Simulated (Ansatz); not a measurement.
`CO[SiH](O)[SiH3]` + H–F → `CO[SiH](F)[SiH3]` + H₂O at 700 K and 1 bar (ligand exchange at the Si–O bond).

Calculated with Ansatz (gas phase, PBE0-D4/def2-TZVP geometries, no zero-point term in ΔE). CCSD(T)/CBS adds triple-zeta CCSD(T) − MP2 to the extrapolated MP2 energy (def2 sets, frozen cores). This one scheme is used for every species. Each species was taken in one conformer, which may not be the lowest.

```tsv
species	CCSD(T)/CBS energy (Eh)	H − E (kJ/mol)	S (J/(mol·K))
`CO[SiH](O)[SiH3]`	-771.44542	335.3	536.5
H–F	-100.39570	45.2	198.5
`CO[SiH](F)[SiH3]`	-795.47815	298.9	517.4
H₂O	-76.37941	80.5	218.4
```

H − E and S are ideal-gas, rigid-rotor, harmonic terms from PBE0-D4/def2-TZVP, for one conformer and one mirror image of each species. 1 Eh = 2625.50 kJ/mol, R = 8.31446 J/(mol·K).

**Question.** By hand: ΔE, ΔH, ΔS and ΔG.

**Answer.** ΔE = (-795.47815) + (-76.37941) − (-771.44542) − (-100.39570) = -0.01644 Eh = -43.2 kJ/mol. Δ(H − E) = 298.9 + 80.5 − 335.3 − 45.2 = -1.1, so ΔH = -44.3 kJ/mol. ΔS = 517.4 + 218.4 − 536.5 − 198.5 = 0.8 J/(mol·K). ΔG = -44.3 − 700 × (0.8)/1000 = -44.9 kJ/mol.

**Question.** By hand: the equilibrium constant, and the temperature at which ΔG would vanish if ΔH and ΔS stayed fixed.

**Answer.** log₁₀ K = −ΔG/(RT ln 10) = 3.4. ΔH and −TΔS have one sign here, so there is no such temperature.

The number of gas molecules stays the same, so ΔS is small and ΔH decides. A doubt of 5 kJ/mol in ΔE shifts log₁₀ K by 0.4 here. Other conformers and mirror images would add mixing entropy, several J/(mol·K) or more a flexible species. These are equilibria of isolated gas molecules and say nothing of rates. Largest T1 diagnostic: 0.012 (customary marks: 0.02 for closed shells, 0.045 for open ones).

ΔS is within the doubt of such terms, so its sign, and with it that verdict, could turn.
